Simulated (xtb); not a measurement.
xtb input (GFN2-xTB):

```bash
xtb mol.xyz --gfn 2 --ohess tight --chrg -1 --uhf 0
```
mol.xyz:
```
12

C      1.68996136    -0.59425529    -0.53974931
Si     0.13976300    -0.09070416     0.03784165
C     -1.29145195    -0.62976095    -1.13626532
O     -0.38198483    -0.37334669     1.57240637
O     -0.01369594     1.66622984     0.06152541
H      2.58281951    -0.63898192     0.11530611
H      1.75386662    -1.23424215    -1.48815844
H     -1.53884449    -1.63644549    -0.91700053
H     -1.03109760    -0.48787979    -2.12129449
H     -2.19983448    -0.05110149    -0.91413130
H     -0.61748687     0.46002681     1.98725909
H      0.72637890     2.02000767    -0.36677219
```

End of the output:

```
           -------------------------------------------------
          | TOTAL ENERGY              -17.909550975811 Eh   |
          | TOTAL ENTHALPY            -17.813513160916 Eh   |
          | TOTAL FREE ENERGY         -17.854645754805 Eh   |
          | GRADIENT NORM               0.000255485851 Eh/α |
          | HOMO-LUMO GAP               5.001691862503 eV   |
           -------------------------------------------------

------------------------------------------------------------------------
------------------------------------------------------------------------
 total:
Note: The following floating-point exceptions are signalling: IEEE_UNDERFLOW_FLAG IEEE_DENORMAL
normal termination of xtb
 SCF:
 ANC optimizer:
 analytical hessian:
```

It need not be the lowest isomer of its formula. Whether it binds its extra electron was not tested at this geometry.
